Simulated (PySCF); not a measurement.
**Excitation energy of Mn by level of theory**

Mn [Ar] 3d5 4s2 (6S) → Mn [Ar] 3d7 (4F), as a difference of total energies. Computed with PySCF 2.14 in x2c-QZVPPall with one added diffuse shell each of s, p, d, f, g type (12s8p6d5f3g, 128 functions), with scalar relativity by spin-free X2C-1e. Correlated levels: valence: [Ar] frozen; valence and next inner shell: [Ne] frozen. The calculations carry no spin-orbit coupling.

| method | excitation energy (eV) |
| --- | --- |
| UHF | 8.933 |
| LDA | 4.517 |
| PBE | 4.372 |
| PBE0 | 5.378 |
| r2SCAN | 5.171 |
| BLYP | 4.276 |
| r2SCANh | 5.486 |
| B2PLYP | 5.358 |
| MP2 (valence) | 6.204 |
| SCS-MP2 (valence) | 5.979 |
| MP2 (valence and next inner shell) | 5.571 |
| SCS-MP2 (valence and next inner shell) | 5.654 |

**Question.** How much does correlation contribute at MP2 (valence and next inner shell)?

**Answer.** 5.571 − (8.933) = -3.362 eV, measured against UHF.

A first-order spin-orbit estimate (lowest level to lowest level, LS coupling) adds -0.060 eV.
